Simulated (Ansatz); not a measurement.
CH5GeNO, SMILES `O[CH]1[NH][GeH2]1`, relaxed with RKS PBE-D4/def2-SVP in the Gaussian-basis code of Ansatz from a rough embedded geometry. The force threshold is 0.03 eV/Å; the program also tests the step.

Charge 0, multiplicity 1.

Start:

```xyz
9

O     0.362    0.647    1.564
C     0.316   -0.261    0.591
N    -1.024   -0.532    0.277
Ge   -0.138    0.413   -1.125
H     1.331    1.027    1.571
H     1.009   -1.146    0.660
H    -1.061   -1.573   -0.097
H     0.022   -0.444   -2.368
H    -0.815    1.869   -1.074
```

Q: By how much does the energy fall, and how many steps does the optimiser take? (An estimate is asked.)

A: Computed: 55.60 kJ/mol, in 20 steps.

Q: Which bonds change most? (An estimate is asked.)

A: The calculation gave: C2–Ge4 from 1.898 to 2.317 Å; N3–Ge4 from 1.909 to 2.290 Å; C2–N3 from 1.403 to 1.325 Å; N3–H7 from 1.107 to 1.030 Å.

Q: Give the relaxed structure. (Estimate.)

A: The calculation gave: 
```xyz
9

O     0.395    0.670    1.669
C     0.259   -0.325    0.761
N    -0.948   -0.526    0.254
Ge    0.202    0.647   -1.342
H     1.348    0.834    1.805
H     1.085   -1.075    0.745
H    -0.978   -1.444   -0.211
H    -0.363   -0.456   -2.341
H    -1.001    1.674   -1.340
```
